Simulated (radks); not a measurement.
Excited configurations of Mo I: one electron is placed in a higher orbital outside [Kr] 4d5. The ground configuration is [Kr] 4d5 5s1. Method: scalar-relativistic Kohn-Sham, BLYP, spin-polarised, spherical densities, finite nucleus; open shells are filled with parallel spins first (spin-orbit coupling, left out, can overturn this in heavy ions); Fermi nuclear charge, rms radius 4.4091 fm; computed with a radial shooting solver on a logarithmic mesh with Libxc functionals. Excitation = E - E(ground); binding = E(ion) - E, where the ion is the core of charge +1; n* = 1/sqrt(2 binding) in atomic units, and the quantum defect is n - n*.

outer orbital  excitation (eV)  binding (eV)  quantum defect  eigenvalue (eV)
5d                       5.784         1.496           1.985           -0.648
6s                       4.966         2.315           3.576           -1.359
6p                       5.546         1.735           3.199           -0.965
7f                       6.873         0.408           1.226           -0.274

The Delta-SCF ionisation energy is 7.281 eV (NIST Atomic Spectra Database: 7.092 eV, measured). Self-interaction in the functional shifts the binding energies and quantum defects, so they are the method's values and not measured ones. Open shells are spherical and high-spin; term and fine-structure splittings are not resolved.
